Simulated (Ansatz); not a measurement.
`CBN(C)C`, relaxed with RKS PBE0-D4/def2-TZVP in Ansatz 0.2.0 from a PBE-D4/def2-SVP geometry. The force threshold is 0.005 eV/Å; the program also tests the step.

Total charge 0; spin multiplicity 1.

Start:

```xyz
15

C    -0.871    1.922    0.533
B     0.294    1.034   -0.059
N     0.287   -0.373   -0.155
C     1.404   -1.116   -0.718
C    -0.798   -1.237    0.279
H    -0.469    2.574    1.340
H    -1.232    2.624   -0.251
H    -1.753    1.387    0.938
H     1.300    1.586   -0.484
H     2.201   -0.417   -1.030
H     1.087   -1.712   -1.604
H     1.828   -1.832    0.023
H    -1.627   -0.644    0.705
H    -1.199   -1.836   -0.570
H    -0.452   -1.960    1.052
```

Q: By how much does the energy fall, and how many steps does the optimiser take? (Best estimate.)

A: Ansatz gave: 5.71 kJ/mol, in 7 steps, 1 of them rejected.

Q: Which bonds change most? (Best estimate.)

A: The calculation gave: B2–H9 from 1.224 to 1.204 Å; C5–H14 from 1.114 to 1.097 Å; C5–H15 from 1.114 to 1.097 Å; C4–H12 from 1.114 to 1.097 Å.

Q: Give the relaxed structure. (An estimate is asked.)

A: Computed: 
```xyz
15

C    -0.864    1.910    0.526
B     0.290    1.025   -0.064
N     0.283   -0.366   -0.155
C     1.390   -1.108   -0.713
C    -0.789   -1.230    0.280
H    -0.472    2.525    1.344
H    -1.203    2.624   -0.233
H    -1.744    1.383    0.901
H     1.279    1.568   -0.484
H     2.174   -0.421   -1.027
H     1.070   -1.698   -1.580
H     1.807   -1.805    0.024
H    -1.610   -0.650    0.695
H    -1.174   -1.824   -0.558
H    -0.438   -1.932    1.046
```
